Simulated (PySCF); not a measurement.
Working with the constants of NaSe

UHF-CCSD(T) constants of NaSe, ²Π (doublet), unpaired electrons π ↑ (basis Na def2-SVP, Se def2-SVP; no relativity; PySCF 2.14; masses 22.9898 and 79.9165 u):

* ωe: 265.7 cm⁻¹
* ωexe: 0.865 cm⁻¹
* Be: 0.13585 cm⁻¹
* αe: 0.000797 cm⁻¹
* D (centrifugal): 1.42e-07 cm⁻¹
* De to Na + Se: 2.04 eV

Give the vibrational terms G(v) and spacings up to v = 6.

G(v) = ωe(v+½) − ωexe(v+½)².

```tsv
v	G(v) (cm⁻¹)	G(v) − G(v−1)	Bv (cm⁻¹)
0	132.6		0.1355
1	396.6	264.0	0.1347
2	658.8	262.2	0.1339
3	919.4	260.5	0.1331
4	1178.1	258.8	0.1323
5	1435.2	257.0	0.1315
6	1690.5	255.3	0.1307
```

How well does the Morse estimate ωe²/(4ωexe) reproduce De, and what is D0?

It gives 2.53 eV, 124 % of the computed De. D0 = De − G(0) = 2.04 − 0.02 = 2.02 eV.

Correlated steps freeze 10 core orbitals. Correlated levels converge slowly with the basis: in double zeta they bind strong bonds too weakly, by up to about 1 eV, and carry superposition errors of some tenths. Spin–orbit coupling is left out. The state is the lowest determinant that a PBE0 search found; another state may lie lower at other levels.
